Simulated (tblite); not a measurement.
Compound: C₁₇H₁₅N.
Geometry (GFN2-xTB, Å), atoms numbered from 1 in this order:
```
atom  x, y, z in Å
C1    -4.632   -1.533    0.327
C2    -4.464   -1.015   -0.945
C3    -3.611    0.056   -1.152
C4    -2.922    0.626   -0.091
C5    -1.966    1.772   -0.309
C6    -0.552    1.258   -0.236
C7    -0.018    0.531   -1.293
C8     1.265    0.027   -1.234
C9     2.048    0.231   -0.100
N10    3.349   -0.274   -0.034
C11    3.793   -1.423   -0.624
C12    5.117   -1.582   -0.334
C13    5.505   -0.477    0.454
C14    4.397    0.301    0.627
C15    1.514    0.949    0.966
C16    0.231    1.456    0.893
C17   -3.095    0.096    1.182
C18   -3.943   -0.975    1.391
H19   -5.296   -2.369    0.490
H20   -4.999   -1.445   -1.779
H21   -3.487    0.455   -2.149
H22   -2.146    2.220   -1.287
H23   -2.121    2.533    0.458
H24   -0.614    0.365   -2.178
H25    1.671   -0.513   -2.076
H26    3.129   -2.062   -1.172
H27    5.744   -2.394   -0.648
H28    6.484   -0.285    0.846
H29    4.289    1.238    1.137
H30    2.101    1.099    1.860
H31   -0.164    2.014    1.730
H32   -2.558    0.529    2.015
H33   -4.068   -1.376    2.387
```

The geometry is computed with GFN2-xTB (gas phase).

Masses are those of the commonest isotopes; rigid-rotor values at the optimised geometry. The values belong to one conformer with, in the numbering `[cH:1]1[cH:2][cH:3][c:4]([CH2:5][c:6]2[cH:7][cH:8][c:9](-[n:10]3[cH:11][cH:12][cH:13][cH:14]3)[cH:15][cH:16]2)[cH:17][cH:18]1`, C3–C4–C5–C6 -104°, C4–C5–C6–C7 75°, C8–C9–N10–C11 -32°.

(1) Give the principal moments of inertia and the rotational constants in cm⁻¹.

(2) What kind of rotor is it?

(3) What does the inertial defect say?

(4) List the rotational levels J(Ka,Kc) to J = 2 (MHz).

(5) Estimate the classical rotational partition function at 25 K, 50 K and 500 K.

Results:

(1) Ia = 431.87, Ib = 2827.54, Ic = 2908.48 u·Å²; 505379 MHz·u·Å²/I gives 1170, 178.7 and 173.8 MHz, that is A = 0.03903, B = 0.00596, C = 0.00580 cm⁻¹.

(2) A near-prolate asymmetric top. Ray's parameter κ = (2B − A − C)/(A − C) = -0.990; −1 is the prolate and +1 the oblate limit.

(3) Not planar: Δ = Ic − Ia − Ib = -350.92 u·Å². For a rigid frame Δ = −2 Σ m c², so Σ m c² = 175.46 u·Å² lies off the ab plane: 35.26 from hydrogen and 140.20 from heavier atoms. The atom farthest from that plane is 2.73 Å away.

(4) Above 0(0,0):
J = 1: 1(0,1) 352, 1(1,1) 1344, 1(1,0) 1349
J = 2: 2(0,2) 1057, 2(1,2) 2044, 2(1,1) 2059, 2(2,1) 5033, 2(2,0) 5033
Those of J = 1 are B + C, A + C and A + B.

(5) Point group C1, symmetry number σ = 1; q = (√π/σ)·√((kT/h)³/(ABC)), k/h = 20836.6 MHz/K: 111000 at 25 K, 313000 at 50 K, 9890000 at 500 K.

Its lowest GFN2-xTB frequency is 11 cm⁻¹, too small to tell a flat minimum from a shallow saddle. No vibrational averaging or centrifugal distortion is included, and the geometry carries the error of its method.
